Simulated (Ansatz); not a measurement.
## What each rung costs, and what it gives

Saddle point of GeHBrCl2, singlet (GeBrCl + HCl → GeCl₂ + HBr; bonds formed: Ge1–Cl5, Br2–H3; bonds broken: Ge1–Br2, H3–Cl5), PBE0-D4/def2-TZVP structure:

Ge1  (-0.136, 0.866, -0.938)
Br2  (0.042, -1.793, -0.634)
H3  (0.828, -0.845, 0.436)
Cl4  (-2.018, 1.153, 0.126)
Cl5  (1.283, 0.620, 1.011)
(Å)

Barriers are electronic and count from the start structure reached by relaxing down the imaginary mode.

Program: Ansatz 0.2.0. Basis: as named in each row. Cores are frozen in the correlated methods. Filled d shells of the heavier atoms are correlated. The def2 sets are not built for correlating such inner shells, so the correlated values are less sure here. B3LYP uses VWN-RPA correlation. Extrapolation: Hartree–Fock as exp(−7.88 √X), correlation as X^−2.97.

Times are rough, for one single point on 4 threads of a shared host (AMD EPYC 9R45).

The estimate by CCSD(T) at an estimated basis limit (MP2 extrapolated from triple and quadruple zeta, plus CCSD(T) − MP2 in triple zeta) is 0.396 eV.

```csv
method,basis,time (s),barrier (eV),method less estimate
HF,STO-3G,under 1,0.106,-0.290
SPW92,def2-SVP,under 1,-0.083,-0.479
PBE-D4,STO-3G,under 1,-0.819,-1.215
PBE-D4,def2-SVP,under 1,0.112,-0.284
SPW92,def2-TZVPP,under 1,-0.060,-0.456
B3LYP-D4,6-31G,under 1,0.255,-0.141
PBE0-D4,def2-SVP,under 1,0.255,-0.141
PBE-D4,def2-TZVPP,under 1,0.123,-0.274
BLYP-D4,def2-TZVPP,under 1,0.238,-0.158
BHLYP-D4,def2-TZVPP,1,0.490,0.093
B3LYP-D4,def2-TZVPP,1,0.330,-0.066
PBE0-D4,def2-TZVPP,1,0.248,-0.148
CAM-B3LYP-D4,def2-TZVPP,1,0.398,0.002
r2SCAN-D4,def2-TZVPP,2,0.187,-0.209
RPA on PBE,def2-TZVPP,2,0.398,0.002
r2SCAN0-D4,def2-TZVPP,2,0.288,-0.108
B2PLYP,def2-TZVPP,2,0.370,-0.026
wB97M-V,def2-SVP,2,0.398,0.002
PBE-QIDH,def2-TZVPP,2,0.341,-0.055
CCSD(T),def2-SVP,2,0.581,0.185
B97M-V,def2-TZVPP,2,0.355,-0.041
wB97X-V,def2-TZVPP,3,0.425,0.029
wB97M-V,def2-TZVPP,3,0.411,0.015
MP2,def2-QZVPP,6,0.322,-0.074
CCSD(T),def2-TZVPP,31,0.434,0.038
```

All methods are single points on the PBE0-D4 structures; a negative value means that the method puts the saddle structure below the start.

T1 diagnostic: at most 0.011.
